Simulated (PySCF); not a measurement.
WN₂⁻: one-bond stretch

These are results of UB3LYP in PySCF with W def2-SVPD with ECP60, N def2-SVPD; scalar-relativistic core potentials, no spin–orbit coupling; density-fitted integrals, not measurements.

Rigid scan from the doublet minimum (W–N 1.736 Å (×2); N–W–N 99.0°). Coordinate: the bond from W to the last atom (N) scaled, the rest fixed. Energies in kJ/mol from the minimum.

| scale of one bond | E (kJ/mol) | dipole size (D, about the centre of mass) | ⟨S²⟩ |
| --- | --- | --- | --- |
| 0.92 | 48.7 | 2.26 | 0.78 |
| 0.96 | 10.6 | 2.50 | 0.78 |
| 1.00 | 0.0 | 2.74 | 0.79 |
| 1.05 | 12.1 | 3.02 | 0.81 |
| 1.12 | 56.2 | 3.33 | 0.86 |
| 1.20 | 122.6 | 3.45 | 1.08 |
| 1.35 | 236.2 | 3.18 | 1.78 |
| 1.55 | 337.4 | – | 2.27 |
| 1.80 | 405.1 | – | 2.55 |
| 2.20 | 447.2 | – | 2.69 |

Spin contamination is strong at 1.20, 1.35, 1.55, 1.80, 2.20, so these points are less reliable.

Other spin states or occupations of the open shell can lie lower. Spin–orbit coupling, left out here, can matter for elements this heavy.

Other isomers or separated fragments may lie lower.
